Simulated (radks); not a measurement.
Numerical settings for the zinc ion Zn2+, [Ar] 3d10. Method: scalar-relativistic Kohn-Sham, r2SCAN, spin-unpolarised, spherical densities, finite nucleus; meta-GGA in the generalised Kohn-Sham scheme; Fermi nuclear charge, rms radius 3.9283 fm; computed with a radial shooting solver on a logarithmic mesh with Libxc functionals. The defaults (mesh step 0.008 in ln r, mesh end at 40 bohr or more with all orbitals vanishing there, Anderson mixing 0.5 over 9 steps, residual threshold near 1e-9 with the energy settled to 1e-9 hartree or 1e-11 of itself, here a cap of 87 iterations) give E = -1795.271 hartree and 3d at -31.039 eV in 14 iterations. Run on one thread of a shared host, so times are rough (Arm Neoverse V2): 0.07 s of CPU time, 0.07 s wall, 14 iterations on 2189 mesh points. Changes against that run (0 stands for a change within the tolerance of the run):

setting,iterations,converged,E (mhartree),e(3d) (meV),CPU (s)
mesh step in ln r 0.05,12,yes,-0.789,+0.0388,0.01
mesh step in ln r 0.012,11,yes,0,-0.0184,0.04
mesh step in ln r 0.12,2,no,diverged,-,0
mesh end (bohr) 8,14,yes,0,+0.0229,0.07
mesh end (bohr) 400,14,yes,0,0,0.07
residual threshold 1e-16,87,no,0,-0.00863,0.21
residual threshold 0.1,10,yes,0,-0.155,0.05
mixing 0.05,19,yes,0,0,0.09
"linear mixing, mixing 0.2",62,yes,0,-0.0145,0.24
"linear mixing, mixing 0.8",27,no,diverged,-,0.18
mixing history 3,16,yes,0,-0.0172,0.07
iteration cap 2,2,no,+1.63e+03,-4.44e+04,0.01

No run marked as converged misses the energy by more than 1 mhartree. A mesh that ends early acts as a hard wall.
